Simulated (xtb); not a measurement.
Cl₄Sn, singlet, at a GFN2-xTB geometry (such geometries of metal compounds can be far from the true shape). Base run: GFN2-xTB (xtb).

Geometry (Å):
```xyz
5

Cl    -1.8003    -0.8442    -1.1885
Sn     0.0000     0.0000     0.0000
Cl    -0.3168     2.2636     0.3771
Cl     1.9453    -0.3151    -1.2178
Cl     0.1718    -1.1043     2.0291
```
Charge 0, spin multiplicity 1.
All else is at xtb's defaults.
Base energy -20.46137 Eh.

Variants of this job, named by their change:

```
change               ΔE vs base (kcal/mol)  HOMO-LUMO gap (eV)  SCF cycles
-------------------  ---------------------  ------------------  ----------
base                                 0.000                2.65          13
file = coord                         0.000                2.65          13
etemp = 5000                         -4.58                2.65          13
etemp = 3000                        -0.337                2.65          13
gbsa = acetonitrile                  -4.44                2.65          13
```

ALPB and GBSA are two models with their own fitted parameters for each solvent, which aren't always the measured dielectric constant.
